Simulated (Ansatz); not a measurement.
Born–Oppenheimer molecular dynamics of CH8OSSi (12 atoms, charge 0, multiplicity 1). It starts from a rough guess of a transition structure, not a stationary point.

Theory: Ansatz, UKS PBE0/STO-3G.

```
ensemble                      : NVE (velocity Verlet)
time step                     : 0.5 fs
steps asked                   : 150
starting velocities drawn for : 100 K
seed                          : 41752
```

Frames 0.5 fs apart, positions in Å.

Velocities at 10.0 fs (Å/ps):

```
Si 7.97 -2.54 13.68
H 81.59 21.53 -51.85
O 7.38 -4.61 -10.07
C -5.47 2.18 2.53
H 16.61 -16.34 -29.62
H -41.18 24.95 -2.13
H -18.41 25.30 -140.81
S -9.49 1.69 -1.46
H -2.92 -13.21 15.88
H 10.73 14.88 5.19
H -4.66 -1.06 2.82
H -13.88 8.04 -4.53
```

```xyz
12
Properties=species:S:1:pos:R:3 time_fs=10.0 energy_less_start_eV=-2.441 T=1978
Si 0.209 0.858 0.386
H 1.812 0.979 -1.786
O -0.430 -0.353 -0.623
C -1.730 -0.943 -0.349
H 0.147 2.195 -0.162
H -0.619 0.770 1.565
H 2.041 0.953 -1.069
S 2.476 0.333 1.027
H -2.376 -0.744 -1.204
H -2.300 -0.671 0.538
H -1.625 -2.030 -0.328
H 2.319 -0.969 0.823
12
Properties=species:S:1:pos:R:3 time_fs=10.5 energy_less_start_eV=-2.508 T=2028
Si 0.213 0.857 0.393
H 1.853 0.990 -1.812
O -0.427 -0.355 -0.628
C -1.733 -0.942 -0.348
H 0.155 2.187 -0.176
H -0.640 0.783 1.564
H 2.032 0.966 -1.141
S 2.471 0.334 1.026
H -2.378 -0.750 -1.197
H -2.295 -0.663 0.542
H -1.627 -2.032 -0.327
H 2.312 -0.966 0.820
12
Properties=species:S:1:pos:R:3 time_fs=11.0 energy_less_start_eV=-2.430 T=1977
Si 0.217 0.855 0.400
H 1.893 1.001 -1.843
O -0.423 -0.358 -0.633
C -1.735 -0.941 -0.347
H 0.164 2.178 -0.192
H -0.660 0.797 1.564
H 2.024 0.978 -1.209
S 2.466 0.335 1.025
H -2.382 -0.755 -1.192
H -2.289 -0.653 0.547
H -1.629 -2.034 -0.325
H 2.304 -0.966 0.817
12
Properties=species:S:1:pos:R:3 time_fs=11.5 energy_less_start_eV=-2.389 T=1955
Si 0.222 0.854 0.408
H 1.931 1.013 -1.886
O -0.419 -0.360 -0.638
C -1.737 -0.940 -0.346
H 0.173 2.170 -0.207
H -0.680 0.811 1.565
H 2.020 0.989 -1.266
S 2.461 0.336 1.024
H -2.388 -0.759 -1.189
H -2.284 -0.642 0.555
H -1.630 -2.038 -0.322
H 2.296 -0.968 0.814
12
Properties=species:S:1:pos:R:3 time_fs=12.0 energy_less_start_eV=-2.559 T=2079
Si 0.226 0.852 0.415
H 1.967 1.026 -1.947
O -0.415 -0.362 -0.643
C -1.739 -0.939 -0.345
H 0.182 2.161 -0.222
H -0.698 0.827 1.565
H 2.019 0.999 -1.308
S 2.455 0.337 1.023
H -2.395 -0.762 -1.188
H -2.277 -0.631 0.563
H -1.631 -2.042 -0.319
H 2.287 -0.972 0.810
12
Properties=species:S:1:pos:R:3 time_fs=12.5 energy_less_start_eV=-2.799 T=2253
Si 0.231 0.850 0.422
H 2.002 1.040 -2.021
O -0.412 -0.365 -0.649
C -1.741 -0.938 -0.344
H 0.192 2.152 -0.236
H -0.716 0.843 1.564
H 2.020 1.009 -1.337
S 2.450 0.339 1.022
H -2.404 -0.764 -1.189
H -2.271 -0.618 0.573
H -1.632 -2.046 -0.314
H 2.278 -0.977 0.806
12
Properties=species:S:1:pos:R:3 time_fs=13.0 energy_less_start_eV=-2.897 T=2329
Si 0.235 0.848 0.430
H 2.036 1.054 -2.102
O -0.408 -0.367 -0.654
C -1.742 -0.937 -0.343
H 0.202 2.142 -0.251
H -0.731 0.860 1.563
H 2.021 1.018 -1.360
S 2.444 0.340 1.022
H -2.415 -0.764 -1.191
H -2.263 -0.605 0.583
H -1.633 -2.050 -0.310
H 2.268 -0.983 0.802
12
Properties=species:S:1:pos:R:3 time_fs=13.5 energy_less_start_eV=-2.838 T=2289
Si 0.240 0.846 0.438
H 2.071 1.067 -2.181
O -0.404 -0.369 -0.659
C -1.743 -0.936 -0.341
H 0.213 2.132 -0.264
H -0.745 0.878 1.561
H 2.023 1.028 -1.385
S 2.437 0.342 1.020
H -2.426 -0.764 -1.195
H -2.255 -0.592 0.593
H -1.633 -2.053 -0.304
H 2.259 -0.990 0.797
12
Properties=species:S:1:pos:R:3 time_fs=14.0 energy_less_start_eV=-2.716 T=2199
Si 0.245 0.844 0.446
H 2.105 1.081 -2.254
O -0.401 -0.371 -0.664
C -1.743 -0.935 -0.340
H 0.223 2.121 -0.277
H -0.756 0.896 1.558
H 2.026 1.037 -1.417
S 2.431 0.343 1.019
H -2.437 -0.762 -1.198
H -2.245 -0.579 0.601
H -1.634 -2.054 -0.298
H 2.249 -0.996 0.793
12
Properties=species:S:1:pos:R:3 time_fs=14.5 energy_less_start_eV=-2.622 T=2130
Si 0.249 0.842 0.453
H 2.139 1.095 -2.318
O -0.397 -0.374 -0.669
C -1.744 -0.934 -0.339
H 0.235 2.110 -0.288
H -0.765 0.914 1.554
H 2.030 1.046 -1.458
S 2.424 0.345 1.018
H -2.447 -0.760 -1.201
H -2.235 -0.566 0.609
H -1.635 -2.054 -0.290
H 2.240 -1.001 0.789
12
Properties=species:S:1:pos:R:3 time_fs=15.0 energy_less_start_eV=-2.611 T=2121
Si 0.254 0.839 0.461
H 2.171 1.107 -2.372
O -0.394 -0.376 -0.674
C -1.744 -0.934 -0.338
H 0.246 2.098 -0.299
H -0.771 0.932 1.549
H 2.037 1.056 -1.511
S 2.417 0.346 1.017
H -2.457 -0.757 -1.202
H -2.223 -0.554 0.615
H -1.637 -2.053 -0.282
H 2.230 -1.004 0.786
12
Properties=species:S:1:pos:R:3 time_fs=15.5 energy_less_start_eV=-2.695 T=2185
Si 0.259 0.837 0.469
H 2.201 1.120 -2.415
O -0.390 -0.378 -0.679
C -1.744 -0.933 -0.337
H 0.258 2.085 -0.308
H -0.775 0.951 1.543
H 2.045 1.067 -1.574
S 2.410 0.348 1.016
H -2.465 -0.754 -1.202
H -2.211 -0.543 0.619
H -1.638 -2.050 -0.274
H 2.221 -1.006 0.783
```

Of the whole run (75 fs, mean temperature of the second half 2074 K): The conserved energy stayed within 1.5 meV per atom of its start (net change -0.013 meV per atom), so the integration is sound. The system heated up, since it started high on the potential surface and ran downhill. A run of 0.075 ps of so small a system gives no equilibrium averages. The orbitals stay closed-shell, which can raise the energy where a bond breaks towards radicals; this wasn't checked here. Limits of this set-up: minimal basis.

Time of the run: 6.4 min on 1 CPU thread of a shared host.
